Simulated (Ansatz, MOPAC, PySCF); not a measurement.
Pair of molecules: C2H4 (SMILES C=C) (first 6 atoms) with HBr (SMILES Br); geometry from B3LYP-D3(BJ)/def2-TZVP, rigid monomers moved along the line of their centres of mass till C2···H8 is 2.80 Å.
(charge 0, multiplicity 1):
```xyz
8

C     -0.1451    -0.5912     0.3237
C      0.1386     0.6887     0.1154
H      0.6302    -1.3467     0.3618
H     -1.1637    -0.9331     0.4615
H     -0.6367     1.4440     0.0745
H      1.1569     1.0305    -0.0252
Br     0.3578     0.6440     4.3199
H      0.2329     0.4372     2.9038
```

Monomers are frozen at their geometry in the pair; levels with a basis set take the counterpoise correction.

Rows in 6-31G* carry no dispersion term and start afresh at each structure (6-31G* with six Cartesian d functions); the Pople sets are all-electron and without relativity. The state that PM6 reach isn't checked.

Run with Ansatz (a quantum-chemistry and plane-wave program); MOPAC for PM6 (differences of heats of formation); PySCF for 6-31G* rows, the dispersion terms. Values without a source in brackets are computed.

One of these levels gives -88.3 meV for the interaction energy. Name it.
(A) B3LYP/6-31G*
(B) r2SCAN/def2-TZVPPD
(C) PBE-D4/def2-TZVPPD
(D) PM6

A, B3LYP/6-31G*. The others give -57.2 (PM6), -126.6 (PBE-D4/def2-TZVPPD), -104.2 (r2SCAN/def2-TZVPPD)
